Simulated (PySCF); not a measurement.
C6H11NSi2.
Atom-mapped SMILES: `[N:1]#[C:2][Si@H:3](/[CH:4]=[CH:5]\[SiH3:6])[CH:7]1[CH2:8][CH2:9]1` (hydrogens: H10 on Si3; H11 on C4; H12 on C5; H13, H14, H15 on Si6; H16 on C7; H17, H18 on C8; H19, H20 on C9)

The same species was optimised twice, with GFN2-xTB and with PBE0-D3(BJ)/def2-SVP (PySCF), and the same property calculations (PySCF, gas phase) were run on both structures.

| coordinate | GFN2-xTB | PBE0-D3(BJ)/def2-SVP | change |
| --- | --- | --- | --- |
| Si3–C7 (Å) | 1.886 | 1.859 | -0.027 |
| C4=C5 (Å) | 1.332 | 1.347 | +0.015 |
| N1≡C2 (Å) | 1.146 | 1.160 | +0.014 |
| C5–Si6 (Å) | 1.886 | 1.878 | -0.008 |
| C7–C8 (Å) | 1.505 | 1.511 | +0.006 |
| C7–C9 (Å) | 1.506 | 1.511 | +0.005 |
| Si3–C4 (Å) | 1.883 | 1.877 | -0.006 |
| C2–Si3 (Å) | 1.875 | 1.870 | -0.005 |
| C8–C9 (Å) | 1.491 | 1.489 | -0.002 |
| Si3–C7–C8 (°) | 120.1 | 121.6 | +1.5 |
| C2–Si3–C7 (°) | 106.7 | 107.6 | +0.9 |
| Si3–C7–C9 (°) | 120.7 | 119.8 | -0.9 |
| C4–Si3–C7 (°) | 111.1 | 111.9 | +0.8 |
| C8–C7–C9 (°) | 59.4 | 59.1 | -0.3 |
| C2–Si3–C4 (°) | 105.2 | 105.4 | +0.2 |
| C7–C9–C8 (°) | 60.3 | 60.5 | +0.2 |
| N1–C2–Si3 (°) | 179.6 | 179.4 | -0.2 |
| C2–Si3–C4–C5 (°) | 150 | 164 | +14 |
| C2–Si3–C7–C8 (°) | 153 | 145 | -8 |

Rotational constants: A = 1390, B = 781.0, C = 576.5 MHz (GFN2-xTB) against A = 1522, B = 774.6, C = 588.4 MHz (PBE0-D3(BJ)/def2-SVP). Point groups within 0.08 Å: C1 and C1.

On the GFN2-xTB structure: HOMO (eV) -8.38 [PBE0/pcSseg-1]; LUMO (eV) -1.57 [PBE0/pcSseg-1]; dipole (D) 4.27 [PBE0/pcSseg-1]; GIAO shielding of N1 (ppm) -93.1 [PBE0/pcSseg-1]; GIAO shielding of C2 (ppm) 61.5 [PBE0/pcSseg-1]; GIAO shielding of Si3 (ppm) 402.6 [PBE0/pcSseg-1]; GIAO shielding of C4 (ppm) 34.3 [PBE0/pcSseg-1]; GIAO shielding of C5 (ppm) 30.2 [PBE0/pcSseg-1]; GIAO shielding of Si6 (ppm) 434.3 [PBE0/pcSseg-1]; GIAO shielding of C7 (ppm) 190.7 [PBE0/pcSseg-1]; GIAO shielding of C8 (ppm) 183.6 [PBE0/pcSseg-1].

Problem. What do these properties become on the PBE0-D3(BJ)/def2-SVP structure?

Solution. 
| property | level | on GFN2-xTB | on PBE0-D3(BJ)/def2-SVP | change |
| --- | --- | --- | --- | --- |
| HOMO (eV) | PBE0/pcSseg-1 | -8.38 | -8.36 | +0.02 |
| LUMO (eV) | PBE0/pcSseg-1 | -1.57 | -1.56 | +0.01 |
| dipole (D) | PBE0/pcSseg-1 | 4.27 | 4.25 | -0.02 |
| energy, GFN2-xTB geometry as zero (kcal/mol) | PBE0/pcSseg-1 | 0.0 | -1.7 | -1.7 |
| GIAO shielding of N1 (ppm) | PBE0/pcSseg-1 | -93.1 | -101.6 | -8.5 |
| GIAO shielding of C2 (ppm) | PBE0/pcSseg-1 | 61.5 | 56.9 | -4.6 |
| GIAO shielding of Si3 (ppm) | PBE0/pcSseg-1 | 402.6 | 404.1 | +1.5 |
| GIAO shielding of C4 (ppm) | PBE0/pcSseg-1 | 34.3 | 32.8 | -1.5 |
| GIAO shielding of C5 (ppm) | PBE0/pcSseg-1 | 30.2 | 26.0 | -4.2 |
| GIAO shielding of Si6 (ppm) | PBE0/pcSseg-1 | 434.3 | 428.5 | -5.8 |
| GIAO shielding of C7 (ppm) | PBE0/pcSseg-1 | 190.7 | 190.9 | +0.2 |
| GIAO shielding of C8 (ppm) | PBE0/pcSseg-1 | 183.6 | 179.8 | -3.8 |

The heavy atoms differ by 0.172 Å rms after alignment. Among the bonds compared Si3–C7 changes most (-0.027 Å). Changes are differences of the printed values. Neither structure is proved a minimum here.

Conformer computed: `[N:1]#[C:2][Si@H:3](/[CH:4]=[CH:5]\[SiH3:6])[CH:7]1[CH2:8][CH2:9]1`: C2–Si3–C4–C5 164°, C2–Si3–C7–C8 145°.
